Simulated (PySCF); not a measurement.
fluoroethane (C2H5F), SMILES C(F)C. Atoms are numbered in the order given.

```xyz
8

C     -0.2253     1.1954     0.0000
C      0.5487    -0.1028     0.0000
F     -0.3396    -1.1938     0.0000
H      0.4726     2.0463     0.0000
H     -0.8612     1.2710    -0.8927
H     -0.8612     1.2710     0.8927
H      1.1828    -0.1997     0.8963
H      1.1828    -0.1997    -0.8963
```

Coordinates come from a PBE-D3(BJ)/def2-TZVP optimisation.

These are PBE/pcJ-1 (PySCF) values and carry that method's errors.

Isotropic couplings with Fermi-contact, spin-dipole and both spin-orbit terms, one fixed conformer, no vibrational averaging. Isotopes: 13C, 19F, 1H.

### Question
Estimate the spin–spin coupling constants. (An estimate is asked for; the answer gives what the named calculation found.)

### Answer

| pair | bonds apart | J (Hz) |
|---|---|---|
| C1–C2 | 1 | 34.1 |
| C1–H4 | 1 | 116.6 |
| C1–H5 | 1 | 124.7 |
| C1–H6 | 1 | 124.7 |
| C2–F3 | 1 | -242.4 |
| C2–H7 | 1 | 141.5 |
| C2–H8 | 1 | 141.5 |
| C1–F3 | 2 | 16.0 |
| C2–H4 | 2 | 3.9 |
| C2–H5 | 2 | -6.2 |
| C2–H6 | 2 | -6.2 |
| F3–H7 | 2 | 48.4 |
| F3–H8 | 2 | 48.4 |
| H4–H5 | 2 | -13.2 |
| H4–H6 | 2 | -13.2 |
| H5–H6 | 2 | -10.5 |
| H7–H8 | 2 | -7.8 |
| F3–H4 | 3 | 51.4 |
| F3–H5 | 3 | 8.9 |
| F3–H6 | 3 | 8.9 |
| H4–H7 | 3 | 1.4 |
| H4–H8 | 3 | 1.4 |
| H5–H7 | 3 | 14.6 |
| H5–H8 | 3 | 5.2 |
| H6–H7 | 3 | 5.2 |
| H6–H8 | 3 | 14.6 |
